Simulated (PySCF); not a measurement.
hydrogen sulfate (HO4S), SMILES O=S(=O)([O-])O, charge -1. Atoms are numbered in the order given.

```xyz
6

O      1.3029    -0.8241     0.0000
S     -0.1409     0.0563     0.0000
O      0.3645     1.4529     0.0000
O     -0.8159    -0.3626    -1.2401
O     -0.8159    -0.3626     1.2401
H      1.9701    -0.1289     0.0000
```
Charge -1, spin multiplicity 1.

Geometry optimised at PBE0-D3(BJ)/def2-SVPD. Other conformers were not sampled.

Computed with SMD-B3LYP/def2-SVPD run with PySCF.

Solvation free energies are E(SMD) − E(gas) at the gas-phase geometry, for 1 M in both phases.

Task: Rank water, chloroform, acetone by solvation free energy, most negative first.

Result: water (-65.5 kcal/mol), acetone (-54.7 kcal/mol), chloroform (-44.7 kcal/mol)
